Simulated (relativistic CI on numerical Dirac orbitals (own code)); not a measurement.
# Level scheme of Ge XXVIII

These numbers are calculated, not measured: Dirac-Coulomb-Breit CI, separate exchange-only KLI orbitals for each configuration, QED by a radiative potential, unscaled Slater integrals (own radial code, finite nucleus).

Configuration list (outside the closed core 1s2): 2s2.2p, 2s.2p2, 2p3, 2p2.3s, 2p2.3p, 2p2.3d, 2s2.3s, 2s2.3p, 2s2.3d, 2s.2p.3s, 2s.2p.3p, 2s.2p.3d, 2s2.4s, 2s2.4p, 2s2.4d, 2s2.4f. Levels of other configurations are missing.

```
No.  Configuration  Term    J   E (Ry)    %  Landé g    jj configuration (%)
 41       2s.2p.3d   4D°  1/2  128.014   78    0.284     2s 2p1/2 3d3/2 (83)
 42       2s.2p.3p    4S  3/2  128.186   38    1.540     2s 2p3/2 3p3/2 (93)
 43       2s.2p.3s   2P°  3/2  128.478   34    1.106        2s 2p3/2 3s (32)
 44       2s.2p.3s   2P°  1/2  128.576   95    0.701        2s 2p3/2 3s (85)
 45       2s.2p.3d   2F°  5/2  128.731   60    1.036     2s 2p1/2 3d5/2 (70)
 46       2s.2p.3s   2P°  3/2  128.753   58    1.171        2s 2p3/2 3s (54)
 47       2s.2p.3p    2D  5/2  128.779   62    1.339     2s 2p3/2 3p3/2 (93)
 48       2s.2p.3p    2S  1/2  129.017   71    1.754     2s 2p3/2 3p3/2 (90)
 49       2s.2p.3d   4F°  9/2  129.728  100    1.330    2s 2p3/2 3d5/2 (100)
 50       2s.2p.3d   4D°  7/2  129.987   66    1.359     2s 2p3/2 3d5/2 (53)
 51       2s.2p.3d   4D°  5/2  130.041   55    1.313     2s 2p3/2 3d3/2 (90)
 52       2s.2p.3d   4P°  3/2  130.143   59    1.499     2s 2p3/2 3d3/2 (91)
 53       2s.2p.3d   4P°  1/2  130.186   89    2.400     2s 2p3/2 3d3/2 (96)
 54         2p2.3s    4P  1/2  130.458   51    1.849         2p1/2^2 3s (71)
 55       2s.2p.3d   2D°  5/2  130.509   46    1.208     2s 2p3/2 3d5/2 (90)
 56       2s.2p.3p    2P  1/2  130.767   57    1.340     2s 2p3/2 3p1/2 (67)
 57       2s.2p.3p    2D  3/2  130.777   68    0.959     2s 2p3/2 3p1/2 (85)
 58       2s.2p.3d   2P°  3/2  130.893   56    1.194     2s 2p3/2 3d5/2 (83)
 59       2s.2p.3d   2F°  7/2  131.240   94    1.154     2s 2p3/2 3d3/2 (49)
 60       2s.2p.3p    2D  5/2  131.286   87    1.218     2s 2p3/2 3p3/2 (80)
 61       2s.2p.3d   2P°  1/2  131.466   90    0.660     2s 2p3/2 3d5/2 (94)
 62       2s.2p.3p    2P  3/2  131.482   58    1.199     2s 2p3/2 3p3/2 (79)
 63       2s.2p.3p    2S  1/2  131.955   75    1.883     2s 2p3/2 3p3/2 (77)
 64         2p2.3p   4D°  1/2  132.131   50    0.678      2p1/2^2 3p1/2 (89)
 65         2p2.3s    4P  3/2  132.346   91    1.684     2p1/2 2p3/2 3s (93)
 66         2p2.3s    2P  1/2  132.984   70    1.023     2p1/2 2p3/2 3s (84)
 67         2p2.3s    4P  5/2  133.032   61    1.441     2p1/2 2p3/2 3s (85)
 68         2p2.3p   4D°  3/2  133.128   43    1.330      2p1/2^2 3p3/2 (79)
 69       2s.2p.3d   2F°  5/2  133.237   81    0.898     2s 2p3/2 3d3/2 (85)
 70       2s.2p.3d   2F°  7/2  133.249   90    1.152     2s 2p3/2 3d5/2 (82)
 71       2s.2p.3d   2D°  3/2  133.334   88    0.839     2s 2p3/2 3d3/2 (78)
 72         2p2.3s    2D  3/2  133.526   49    1.052     2p1/2 2p3/2 3s (89)
 73       2s.2p.3d   2D°  5/2  133.619   84    1.164     2s 2p3/2 3d5/2 (88)
 74       2s.2p.3d   2P°  1/2  133.710   91    0.643     2s 2p3/2 3d3/2 (81)
 75         2p2.3p   2S°  1/2  133.914   35    1.580  2p1/2 2p3/2 3p1/2 (92)
 76       2s.2p.3d   2P°  3/2  133.925   87    1.315     2s 2p3/2 3d5/2 (73)
 77         2p2.3p   4D°  3/2  134.239   37    1.176  2p1/2 2p3/2 3p1/2 (85)
 78         2p2.3d    4F  3/2  134.575   53    0.718      2p1/2^2 3d3/2 (90)
 79         2p2.3p   4D°  5/2  134.664   60    1.228  2p1/2 2p3/2 3p1/2 (68)
 80         2p2.3p   4P°  5/2  134.844   45    1.401  2p1/2 2p3/2 3p3/2 (81)
 81         2p2.3p   4P°  1/2  134.972   50    1.985  2p1/2 2p3/2 3p3/2 (92)
 82         2p2.3d    4F  5/2  135.082   35    1.185      2p1/2^2 3d5/2 (83)
 83         2p2.3p   2D°  3/2  135.193   52    1.225  2p1/2 2p3/2 3p3/2 (95)
 84         2p2.3p   4D°  7/2  135.456   61    1.315  2p1/2 2p3/2 3p3/2 (88)
 85         2p2.3s    2D  5/2  135.667   59    1.346         2p3/2^2 3s (88)
```

Energies count from the lowest computed level; ° marks odd parity. Filled j subshells are mostly left out of the jj labels.

The mean weight of the leading LS term, summed over parents, in these 45 levels is 65 %, and that of the leading jj configuration (from the same eigenvectors) 82 %, so jj coupling describes them better and the LS labels are nominal.

At this charge energies of transitions that change n are usually good to better than 1 %, and those within a shell (Δn = 0) to a few per cent.

LS names give the leading component of a level, which can be under half, so a name can repeat, a term be missing and a line seem to break the LS rules.
